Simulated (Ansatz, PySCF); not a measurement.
Potential energy curve for NaN, lowest singlet found (which spin is the ground state isn't settled by this scan).

Levels of theory: UKS-B3LYP/3-21G = unrestricted B3LYP/3-21G (PySCF 2.14.0); FCI = full CI/aug-cc-pVDZ, frozen core (Ansatz, a program for electronic structure).

Energies relative to the lowest point of each curve between 2.16 and 2.82 Å, where full CI is lowest, in kcal/mol:

```json
[
 {"R / Å": "2.26", "UKS-B3LYP/3-21G": "0.0"},
 {"R / Å": "2.31", "UKS-B3LYP/3-21G": "0.4"},
 {"R / Å": "2.48", "UKS-B3LYP/3-21G": "3.0"},
 {"R / Å": "2.68", "UKS-B3LYP/3-21G": "7.5"},
 {"R / Å": "3.00", "UKS-B3LYP/3-21G": "14.8"},
 {"R / Å": "3.18", "UKS-B3LYP/3-21G": "18.5"},
 {"R / Å": "3.43", "UKS-B3LYP/3-21G": "23.0"},
 {"R / Å": "3.82", "UKS-B3LYP/3-21G": "28.0"},
 {"R / Å": "4.22", "UKS-B3LYP/3-21G": "31.1"},
 {"R / Å": "4.63", "UKS-B3LYP/3-21G": "33.0"},
 {"R / Å": "5.24", "UKS-B3LYP/3-21G": "34.5"},
 {"R / Å": "6.86", "UKS-B3LYP/3-21G": "35.9"}
]
```

What does FCI give at the same points?

2.26: 0.0; 2.31: 0.1; 2.48: 2.3; 2.68: 6.7; 3.00: 14.9; 3.18: 19.4; 3.43: 25.1; 3.82: 32.0; 4.22: 36.5; 4.63: 38.8; 5.24: 40.2; 6.86: 40.7 (kcal/mol).

The scan ran from 1.70 to 8.08 Å; beyond the distances shown full CI changes its symmetry label. The unrestricted determinant behind UKS-B3LYP/3-21G is spin-contaminated at 2.16 to 6.86 Å (<S²> up to 2.0, against 0.00 for a pure singlet).
